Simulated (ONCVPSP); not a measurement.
tellurium: excitation energies, all-electron against ONCV

| Quantity | Value |
| --- | --- |
| Element | Te |
| Generator | ONCVPSP 4.0.1 |
| Type | optimised norm-conserving Vanderbilt (ONCV) |
| Functional | LDA (Perdew-Zunger) |
| Relativity | fully relativistic |
| Frozen core | [Ar] 3d10 |
| Valence charge | 24 |
| Reference configuration | 4s2 4p6 4d10 5s2 5p4 |
| Partial waves | 4s+5s: rc 1.35 bohr, ncon 5, nbas 8, qcut 11.2 1/bohr, 2 projectors; 4p+5p: rc 1.10 bohr, ncon 4, nbas 7, qcut 14.7 1/bohr, 3 projectors, debl 2.3 Ha; 4d: rc 0.85 bohr, ncon 4, nbas 8, qcut 10.2 1/bohr, 3 projectors, debl 0.5 Ha |
| Local potential | polynomial inside 0.55 bohr (lpopt 3, dvloc0 2 Ha) |
| Core correction | none |

Open shells are filled in proportion to 2j + 1.

In the d channel the program set the typed energies aside and used -1.509, 0.250, 0.750 Ha (j = l + 1/2; the other j can differ).

Energies are relative to the spin-unpolarised reference configuration 4s2 4p6 4d10 5s2 5p4; without spin polarisation the order of configurations can differ from experiment.

```json
{"valence configuration": "4s2 4p6 4d10 5s2 5p3", "charge": "+1", "ΔE all-electron (eV)": "9.938", "error AE − PS (meV)": "+0.9"}
{"valence configuration": "4s2 4p6 4d10 5s2 5p2", "charge": "+2", "ΔE all-electron (eV)": "28.137", "error AE − PS (meV)": "+2.1"}
```

Question: What are ΔE and the potential's error for 4s2 4p6 4d10 5s2 5p1?

Answer: ΔE = 55.399 eV all-electron; the error (AE − PS) is +3.9 meV.

Question: What are ΔE and the potential's error for 4s2 4p6 4d9 5s2 5p5?

Answer: ΔE = 38.090 eV all-electron; the error (AE − PS) is +12 meV.

Levels in the configuration 4s2 4p6 4d9 5s2 5p5:

```tsv
level	all-electron (eV)	pseudo (eV)
4s j=1/2	-171.184	-171.181
4p j=3/2	-118.070	-118.053
4p j=1/2	-128.031	-128.012
4d j=5/2	-47.243	-47.223
4d j=3/2	-48.785	-48.754
5s j=1/2	-17.166	-17.166
5p j=3/2	-6.866	-6.866
5p j=1/2	-7.830	-7.829
```

Note: ghosts flagged at negative energy: s at -76.2 eV, d5/2 at -401.7 eV, d3/2 at -395.1 eV; GHOST(+) flags only above 600 eV. A true bound ghost makes a file unfit for plane-wave use.
